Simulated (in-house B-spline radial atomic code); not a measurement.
The numbers below are computed, except where a source is named.
# Mo in electron gases of falling density

A nucleus sits in a uniform electron gas with a rigid positive background. The Kohn-Sham equations are solved self-consistently in the spin-unpolarised LDA (PW92), non-relativistic, on B-splines with outgoing waves at the boundary and partial waves to l = 8. The model has no lattice, no bands and no magnetic solution. Atomic units; δ_l are the phase shifts at the Fermi level, counted so that each bound state adds π, and good to about 0.0005. A narrow, partly filled d or f resonance in a thin gas would split by spin, so such rows rest on a solution that is probably unstable.

| r_s (bohr) | k_F | δ0/π | δ1/π | δ2/π | shallowest bound level (hartree) | σ_tr (bohr²) | Q (a.u.) |
| --- | --- | --- | --- | --- | --- | --- | --- |
| 1.5 | 1.2794 | 3.573 | 2.805 | 1.665 | p -0.658 | 28.17 | 2.549 |
| 1.65 | 1.1631 | 3.627 | 2.846 | 1.671 | p -0.709 | 33.28 | 2.057 |
| 1.8 | 1.0662 | 3.674 | 2.877 | 1.674 | p -0.756 | 39.28 | 1.714 |
| 2 | 0.9596 | 3.727 | 2.909 | 1.673 | p -0.812 | 48.68 | 1.394 |
| 2.07 | 0.9271 | 3.743 | 2.918 | 1.672 | p -0.831 | 52.33 | 1.306 |
| 2.2 | 0.8723 | 3.773 | 2.932 | 1.670 | p -0.863 | 59.59 | 1.165 |
| 2.4 | 0.7996 | 3.814 | 2.949 | 1.665 | p -0.908 | 71.92 | 0.993 |
| 2.67 | 0.7188 | 3.865 | 2.963 | 1.657 | p -0.959 | 90.84 | 0.819 |
| 3 | 0.6397 | 3.923 | 2.972 | 1.646 | p -1.01 | 117.86 | 0.667 |
| 3.3 | 0.5816 | 3.972 | 2.976 | 1.636 | p -1.04 | 146.81 | 0.567 |
| 3.6 | 0.5331 | 4.019 | 2.976 | 1.626 | p -1.07 | 180.74 | 0.493 |
| 4 | 0.4798 | 4.078 | 2.973 | 1.614 | p -1.1 | 234.93 | 0.420 |

Q = n k_F σ_tr, with n = 3/(4π r_s³).

How does the screening charge move between partial waves as the gas thins?

By (2/π)(2l + 1) δ_l, at r_s = 1.5 it is s 7.15, p 16.83, d 16.65, f and beyond 1.37, and at r_s = 4 s 8.16, p 17.84, d 16.14, f and beyond -0.15. The free atom is [Kr] 4d5 5s1.

What end-to-end powers of r_s do the first and last rows give for σ_tr and Q?

σ_tr goes as r_s^+2.16 and Q as r_s^-1.84. Since n k_F/k_F² goes as r_s⁻², Q = 4π n Σ/k_F would fall as r_s⁻² at fixed phase shifts; the sum Σ (l + 1) sin²(δ_l − δ_(l+1)) is 3.669 in the first row and 4.304 in the last, and ranges from 3.55 to 4.30 between them, so these powers are no law.
